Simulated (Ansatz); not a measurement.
Consider the formal exchange of groups at a C–C bond: `CCC` + `BS` → `CCBS` + CH₄.

Computed with Ansatz on PBE0-D4/def2-TZVP structures; ΔE is electronic, products minus reactants. CCSD(T)/CBS adds triple-zeta CCSD(T) − MP2 to the extrapolated MP2 energy (def2 sets, frozen cores). This one scheme is used for every species. Functionals use def2-TZVPP. B3LYP here is the variant with VWN-RPA as its local correlation; programs differ in this. One conformer a species, not always the lowest.

**Question.** Is it downhill or uphill in electronic energy at CCSD(T)/CBS, and by how much? (Estimate.)

**Answer.** Ansatz gave: Downhill: ΔE = -45.7 kJ/mol.

**Question.** What do these levels give: BLYP-D4, B3LYP-D4, ωB97X-V, ωB97M-V, B2PLYP, revPBE, BLYP, r2SCAN, r2SCAN0, LC-ωPBE, CCSD/def2-SVP, MP2/def2-TZVPP? (Estimate.)

**Answer.** Ansatz gave: BLYP-D4 -48.4, B3LYP-D4 -47.5, ωB97X-V -44.5, ωB97M-V -46.9, B2PLYP -45.3, revPBE -47.3, BLYP -45.5, r2SCAN -49.8, r2SCAN0 -48.1, LC-ωPBE -46.1, CCSD/def2-SVP -39.3, MP2/def2-TZVPP -46.8 kJ/mol.

Largest T1 diagnostic among the species: 0.015.

At CCSD(T), def2-SVP lies +5.9 kJ/mol from the extrapolated value and def2-TZVPP +1.3 kJ/mol. Leaving LDA and LC-ωPBE aside and taking each functional with its dispersion term where it has one, the values, not all of them listed here, spread over 7.6 kJ/mol, from B97M-V to ωB97X-V.
